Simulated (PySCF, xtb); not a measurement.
C4H9FSi, SMILES C(=C/[SiH](C)C)/F. One conformer was computed; it need not be the lowest.

Harmonic wavenumbers (cm⁻¹) from GFN2-xTB in xtb at its own minimum, in rising order: 34, 109, 121, 131, 141, 176, 231, 369, 564, 611, 635, 675, 748, 750, 764, 803, 837, 843, 862, 886, 1007, 1191, 1294, 1370, 1372, 1480, 1483, 1484, 1488, 1680, 2169, 3037, 3038, 3039, 3039, 3042, 3042, 3043, 3092.

### Question
What does PBE0-D3(BJ)/def2-SVP in PySCF 2.14.0 give at its own minimum? (Estimate from the structure and the level; the computed values follow.)

### Answer
39, 114, 167, 168, 180, 205, 259, 413, 582, 619, 657, 686, 707, 761, 788, 801, 857, 904, 906, 963, 1034, 1232, 1256, 1263, 1366, 1423, 1428, 1432, 1440, 1719, 2208, 3057, 3057, 3163, 3164, 3168, 3168, 3195, 3218. Paired by order, the mean absolute difference is 49 cm⁻¹ and the zero-point energies are 72.4 and 74.0 kcal/mol.
